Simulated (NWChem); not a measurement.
System: CrO2F cation; SMILES [O]=[Cr+](=[O])[F]

```xyz
4

Cr     0.2741     0.0577     0.0000
O     -0.2887     0.7796     1.2361
O     -0.2887     0.7796    -1.2361
F     -0.2177    -1.5398     0.0000
```
Atoms are numbered in this order, from 1.

All runs: NWChem. Medium grid unless said otherwise, to which SCAN and Minnesota functionals are sensitive. Coordinates come from a PBE-D3(BJ)/def2-SVP optimisation. The spin multiplicity was typed, not searched, and may not be the lowest.

Task: Order these by “orbital gap (eV)”, lowest first: B3LYP/def2-TZVP; CAM-B3LYP/def2-TZVP; LRC-wPBEh/def2-TZVP; MN15-L/def2-TZVP.

Result: MN15-L/def2-TZVP (2.82), B3LYP/def2-TZVP (3.95), CAM-B3LYP/def2-TZVP (7.10), LRC-wPBEh/def2-TZVP (8.21)
